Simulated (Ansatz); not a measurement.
Cost and result for the atomization energy of `COC(F)(F)CF` (12 atoms, 11 bonds).

```xyz
12

C     1.810    0.202    0.545
O     0.427   -0.106    0.697
C    -0.336    0.045   -0.403
F    -0.286    1.319   -0.872
F     0.110   -0.727   -1.428
C    -1.759   -0.329   -0.041
F    -2.571   -0.185   -1.130
H     1.945    1.247    0.263
H     2.261    0.023    1.518
H     2.272   -0.448   -0.200
H    -2.101    0.329    0.760
H    -1.774   -1.369    0.291
```

Total charge 0; spin multiplicity 1. The geometry is a stationary point of PBE0-D4/def2-TZVP. It is one conformer, not always the lowest. Program: Ansatz. All runs use 4 threads of an Intel Xeon 6975P-C on a shared host. Times are those of one run each, without the atoms' runs, and a repeat can differ threefold. Electronic energies, without spin–orbit coupling; frozen cores. CCSD(T)/CBS adds CCSD(T) − MP2 in def2-TZVPP to the MP2 limit, and its time is that of the two runs behind it. T1 = 0.011. B3LYP takes the VWN-RPA correlation (the form of Gaussian; ORCA's B3LYP/G).

CCSD(T)/CBS is a level of theory with its own doubt, some kJ/mol a heavy atom from the limit and from the frozen cores, so smaller differences don't rank the functionals.

```json
{"level": "BLYP-D4/def2-TZVPP", "functions": "287", "wall time": "1.6 s"}
{"level": "PBE-D4/def2-TZVPP (with forces)", "functions": "287", "wall time": "1.9 s"}
{"level": "PBE0-D4/def2-TZVPP", "functions": "287", "wall time": "2.1 s"}
{"level": "BHLYP-D4/def2-TZVPP", "functions": "287", "wall time": "2.2 s"}
{"level": "B3LYP-D4/def2-TZVPP (with forces)", "functions": "287", "wall time": "3.2 s"}
{"level": "r2SCANh-D4/def2-TZVPP", "functions": "287", "wall time": "3.3 s"}
{"level": "PBE-QIDH/def2-TZVPP", "functions": "287", "wall time": "4.3 s"}
{"level": "B97M-V/def2-TZVPP", "functions": "287", "wall time": "4.9 s"}
{"level": "ωB97X-V/def2-TZVPP", "functions": "287", "wall time": "5.5 s"}
{"level": "CCSD(T)/def2-SVP", "functions": "123", "wall time": "6 s"}
{"level": "MP2/def2-QZVPP", "functions": "549", "wall time": "20 s"}
{"level": "CCSD(T)/def2-TZVPP", "functions": "287", "wall time": "3.6 min"}
{"level": "CCSD(T)/CBS(def2)", "functions": "–", "wall time": "3.9 min"}
```

**Question.** What atomization energy does each give, and how far from CCSD(T)/CBS? (Estimate.)

**Answer.** Ansatz gave: 
```csv
level,atomization (kJ/mol),difference from CCSD(T)/CBS,per bond
BLYP-D4/def2-TZVPP,4772.9,8.0,0.7
PBE-D4/def2-TZVPP (with forces),4929.2,164.3,14.9
PBE0-D4/def2-TZVPP,4787.0,22.1,2.0
BHLYP-D4/def2-TZVPP,4546.9,-218.0,-19.8
B3LYP-D4/def2-TZVPP (with forces),4746.2,-18.7,-1.7
r2SCANh-D4/def2-TZVPP,4741.7,-23.2,-2.1
PBE-QIDH/def2-TZVPP,4735.9,-29.0,-2.6
B97M-V/def2-TZVPP,4760.5,-4.4,-0.4
ωB97X-V/def2-TZVPP,4782.6,17.7,1.6
CCSD(T)/def2-SVP,4547.0,-217.9,-19.8
MP2/def2-QZVPP,4854.4,89.5,8.1
CCSD(T)/def2-TZVPP,4639.7,-125.2,-11.4
CCSD(T)/CBS(def2),4764.9,0.0,0.0
```

From BLYP to BHLYP (50 % exact exchange), in def2-TZVPP and without D4, the atomization energy moves by −201.6 kJ/mol: exact exchange takes away binding that semilocal exchange gives to molecules. The D4 term adds +31.9 kJ/mol with B3LYP and +16.8 kJ/mol with PBE0; it sums over pairs of atoms, weighted by their polarisabilities, and B3LYP, whose exchange is more repulsive, gets the larger term. At CCSD(T), def2-SVP lies −217.9 kJ/mol from the extrapolated value and def2-TZVPP −125.2 kJ/mol: correlation converges slowly with the basis, and small sets miss more of it in the bonded molecule than in its fragments.
